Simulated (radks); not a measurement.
Results of a calculation; reference values are marked as such.
Numerical settings for the neon ion Ne2+, [He] 2s2 2p4. Level of theory: scalar-relativistic Kohn-Sham, PBE, spin-unpolarised, spherical densities, finite nucleus; Fermi nuclear charge, rms radius 3.0055 fm (a radial shooting solver on a logarithmic mesh with Libxc functionals). The defaults (mesh step 0.008 in ln r, mesh end at 40 bohr or more with all orbitals vanishing there, Anderson mixing 0.5 over 9 steps, residual threshold near 1e-9 with the energy settled to 1e-9 hartree or 1e-11 of itself, here a cap of 53 iterations) give E = -126.5974 hartree and 2p at -54.823 eV in 14 iterations. Run on one thread of a shared host, so times are rough (Arm Neoverse V2): 0.04 s of CPU time, 0.04 s wall, 14 iterations on 2189 mesh points. Changes against that run (0 stands for a change within the tolerance of the run):

setting,iterations,converged,E (mhartree),e(2p) (meV),CPU (s)
mesh step in ln r 0.12,53,no,-7.42e+05,-,0.06
mesh step in ln r 0.003,20,yes,0,0,0.11
mesh step in ln r 0.02,14,yes,0,0,0.02
mesh end (bohr) 20,14,yes,0,0,0.03
mesh end (bohr) 12,14,yes,0,0,0.03
residual threshold 1e-13,53,no,0,0,0.08
residual threshold 0.001,8,yes,0,+0.394,0.02
mixing 0.01,22,yes,0,0,0.05
"linear mixing, mixing 0.5",31,yes,0,0,0.06
"linear mixing, mixing 1",53,no,0,0,0.1
mixing history 20,17,yes,0,0,0.04
iteration cap 8,8,no,0,-0.00481,0.02

No run marked as converged misses the energy by more than 1 mhartree. A mesh that ends early acts as a hard wall.
